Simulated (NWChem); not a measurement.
# CH4F2Ge; SMILES [CH3][GeH]([F])[F]

**Question.** Give the equilibrium geometry at PBE0/def2-SVP (NWChem) as a list of bonds and angles, with the point group.

**Answer.** point group C1; any orientation.
Bonds (Å): Ge1–C2 1.922, Ge1–F3 1.734, Ge1–F4 1.734, Ge1–H5 1.531, C2–H6 1.099, C2–H7 1.099, C2–H8 1.099. Bond angles (°): C2–Ge1–F3 108.7, C2–Ge1–F4 108.7, C2–Ge1–H5 119.8, F3–Ge1–F4 104.2, F3–Ge1–H5 107.2, F4–Ge1–H5 107.2, Ge1–C2–H6 110.2, Ge1–C2–H7 110.1, Ge1–C2–H8 109.1, H6–C2–H7 109.2, H6–C2–H8 109.1, H7–C2–H8 109.1.
